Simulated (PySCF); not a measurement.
## Computed vibrations of Sm(SH)2

Sm(SH)2 (singlet in the valence; each metal's 4f electrons, 6 of them, lie in its core potential, out of spins and levels). PySCF 2.14.0, RKS PBE0, Sm lcecp-0-SVP with ECP52, S def2-SVP, H def2-SVP; non-relativistic Hamiltonian with scalar-relativistic core potentials where named; density fitting; no spin-orbit coupling. Central differences of gradients.

```xyz
5

Sm    0.0000    0.0000   -0.3834
S     2.4250   -0.1663    0.9182
H     3.1478   -0.1795   -0.2290
S    -2.4250    0.1663    0.9182
H    -3.1478    0.1795   -0.2290
```

Run from Python with OMP_NUM_THREADS=2. Where DIIS fails, smearing, a level shift and second-order steps follow.
It took 24 s on 2 threads of Arm Neoverse V2, with other jobs on the host.

Task: What are the harmonic wavenumbers and infrared intensities?

Result: Modes are labelled in C2; negative numbers are unstable modes, those under 60 cm⁻¹ near the noise; a finer grid moves soft modes by up to 10 cm⁻¹.
| cm⁻¹ | km/mol | symmetry |
| --- | --- | --- |
| 44 | 10.6 | a |
| 102 | 23.9 | b |
| 116 | 0.0 | a |
| 251 | 9.2 | a |
| 270 | 63.1 | b |
| 338 | 36.9 | b |
| 369 | 1.2 | a |
| 2675 | 3.8 | b |
| 2675 | 25.9 | a |

Task: Is this a minimum?

Result: Yes, within the noise of the softest modes. Ideal gas at 298.15 K and 1 bar: S = 375.9 J/(mol K), Cp = 85.5 J/(mol K), H − H(0 K) = 20.3 kJ/mol (rigid rotor, harmonic modes, spin degeneracy alone, that of the 4f electrons in the core included; the modes under 60 cm⁻¹ make these uncertain).

An lcecp potential fixes the number of 4f electrons, so in runs with it no electron can move into or out of that shell.
